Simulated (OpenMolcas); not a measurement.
# Cl3+: Slater's ratio, the spin-orbit constant, worked from levels

```json
{
  "Program": "OpenMolcas",
  "Basis": "ANO-RCC-VTZP [5s4p2d1f]",
  "Scalar Hamiltonian": "DKH2, point nucleus",
  "Active space": "4 electrons in 9 orbitals (RAS2 3s 3p; RAS3 3d, at most 2 electrons)",
  "State averaging": "2S+1 = 3 even, 6 roots; 2S+1 = 1 even, 12 roots; 2S+1 = 5 odd, 1 root; 2S+1 = 3 odd, 9 roots; 2S+1 = 1 odd, 8 roots",
  "Spin-orbit coupling": "RASSI with atomic mean-field integrals over the reference wave functions, term energies averaged over their components"
}
```

Methods: RASSCF; MS-RASPT2, IPEA 0.25 Eh, imaginary shift 0.1 Eh (closed shells correlated: 2s 2p). Measured levels: Moore, Atomic Energy Levels, vol. I, NSRDS-NBS 35 (1971 reprint of NBS Circular 467, 1949).

**Slater's ratio.** With one set of orbitals, p2 has 1D - 3P = 6 F2 and 1S - 1D = 9 F2 (F2 = F²/25), a ratio of 3/2. Term energies are centres of gravity, weighted by 2J + 1.

```json
{"Source": "RASSCF", "1D - 3P": "15175", "1S - 3P": "34924", "F2 from the first": "2529", "Ratio": "1.301"}
{"Source": "MS-RASPT2", "1D - 3P": "13360", "1S - 3P": "32467", "F2 from the first": "2227", "Ratio": "1.430"}
{"Source": "measured", "1D - 3P": "12857", "1S - 3P": "31641", "F2 from the first": "2143", "Ratio": "1.461"}
```

Energies in cm-1. A ratio away from 3/2 shows effects beyond one configuration with one set of orbitals, and in heavier atoms second-order spin-orbit shifts.

**The spin-orbit constant.** For the Hund term 3P of p2, E(J) = (A/2) J(J+1) + constant and ζ = 2S·A = 2A. From J = 0 to J = 2 the energy changes by 3 A.

| Source | E(2) - E(0) | A | ζ |
| --- | --- | --- | --- |
| RASSCF | 1225.5 | 408.5 | 817 |
| MS-RASPT2 | 1228.6 | 409.5 | 819 |
| measured | 1341.0 | 447.0 | 894 |

All in cm-1. MS-RASPT2 is off by -8.4 % and RASSCF by -8.6 %. Both methods take the spin-orbit matrix elements from the reference wave functions, so the second can move ζ only through the term energies and any multistate remixing. Second-order mixing with other terms is absorbed into this ζ.

Term energies are means over components that CASPT2 splits; among the terms shown or strongly mixed into the levels shown the widest spread is 13 cm-1 (3s2 3p2 1D, MS-RASPT2). Active for correlation alone: 3d; no level in the range computed is led by a configuration that fills it, so any true level of that kind is missing. Computed and measured levels are paired by configuration, term and J; levels that our copy of the source lacks, or whose pairing is in doubt (as where it misses far off the trend of its configuration), stay unpaired and out of the deviations. Only configurations of the active space appear.
